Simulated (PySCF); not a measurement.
H4O3SSi, SMILES O[Si](O)(S)O.

Geometry optimised at B3LYP-D3(BJ)/def2-SVP. The values are those of a single conformer.

Two levels are set side by side: PBE/def2-TZVP (PySCF) and r2SCAN/def2-TZVP (PySCF). Same geometry, gas phase. Differences are taken from unrounded values.

| quantity | PBE |
|---|---|
| orbital gap (eV) | 5.69 |
| highest occupied level (eV) | -6.32 |
| lowest empty level (eV) | -0.63 |
| dipole moment (D) | 0.79 |
| mean polarisability (bohr³) | 53.5 |

Problem. These are the PBE values. What does r2SCAN give? (An estimate is asked for; the answer gives what the named calculation found.)

Solution. 
| quantity | r2SCAN | PBE minus r2SCAN |
|---|---|---|
| orbital gap (eV) | 6.49 | -0.79 |
| highest occupied level (eV) | -6.62 | 0.31 |
| lowest empty level (eV) | -0.14 | -0.49 |
| dipole moment (D) | 0.81 | -0.02 |
| mean polarisability (bohr³) | 51.5 | 2.0 |

Rough cost on one machine, each run with all the roots and properties that it gave: r2SCAN against PBE about 3 times.
